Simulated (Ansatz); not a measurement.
Consider the formal exchange of groups at the Se–In bond: `C[Se][In]([F])[F]` + CH₃NH₂ → `C[Se]CN` + `[F][InH][F]`.

Gas-phase electronic energies from Ansatz, PBE0-D4/def2-TZVP geometries. CCSD(T)/CBS adds triple-zeta CCSD(T) − MP2 to the extrapolated MP2 energy (def2 sets, frozen cores). Functionals use def2-TZVPP. def2 core potentials past Kr. For In, Se outer-core shells are correlated without core-valence functions, which leaves a few kJ/mol of doubt a bond. Scalar relativity is left out up to krypton. Each species was taken in one conformer, which may not be the lowest.

```tsv
level	ΔE (kcal/mol)
B2PLYP	29.8
PBE	28.0
r2SCAN	28.7
SCS-MP2/def2-TZVPP	29.2
```

Task: What does CCSD(T)/CBS give? (An estimate is asked.)

Result: Computed: +30.3 kcal/mol. The listed levels differ from it by -0.5, -2.3, -1.6, -1.1 kcal/mol.

Largest T1 diagnostic among the species: 0.017.

The D4 term adds −0.7 kcal/mol with B3LYP and −0.4 kcal/mol with PBE0; it sums over pairs of atoms, weighted by their polarisabilities, and B3LYP, whose exchange is more repulsive, gets the larger term. In def2-TZVPP, CCSD(T) changes the Hartree–Fock value by −4.3 kcal/mol (the triples alone add −0.6 kcal/mol) and MP2 by −3.6 kcal/mol. From PBE to PBE0 (25 % exact exchange), in def2-TZVPP and without D4, ΔE moves by +1.2 kcal/mol.

B3LYP here is the variant with VWN-RPA as its local correlation; programs differ in this.
